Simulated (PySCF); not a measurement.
Potential energy surface of CH6Ge, singlet: internal rotation, threefold axis kept, other coordinates relaxed. Scanned: torsion (0 = eclipsed). Other coordinates (C-Ge length, H-C-Ge angle, H-Ge-C angle, C-H length, Ge-H length) were minimised at PBE0/def2-TZVP.

The free coordinates were minimised at PBE0/def2-TZVP in PySCF; the energy column is PySCF with CCSD(T) on RHF/cc-pVDZ, 10 core orbitals frozen, in kJ/mol.

| at / ° | C-Ge length / Å | H-C-Ge angle / ° | H-Ge-C angle / ° | C-H length / Å | Ge-H length / Å | E |
|---|---|---|---|---|---|---|
| 0 | 1.961 | 110.4 | 110.8 | 1.090 | 1.539 | 5.14 |
| 10 | 1.961 | 110.4 | 110.8 | 1.090 | 1.539 | 4.79 |
| 20 | 1.960 | 110.4 | 110.7 | 1.090 | 1.539 | 3.83 |
| 30 | 1.958 | 110.3 | 110.6 | 1.090 | 1.539 | 2.56 |
| 40 | 1.956 | 110.3 | 110.5 | 1.091 | 1.539 | 1.26 |
| 50 | 1.954 | 110.3 | 110.4 | 1.090 | 1.539 | 0.36 |
| 60 | 1.954 | 110.3 | 110.4 | 1.090 | 1.539 | 0.00 |
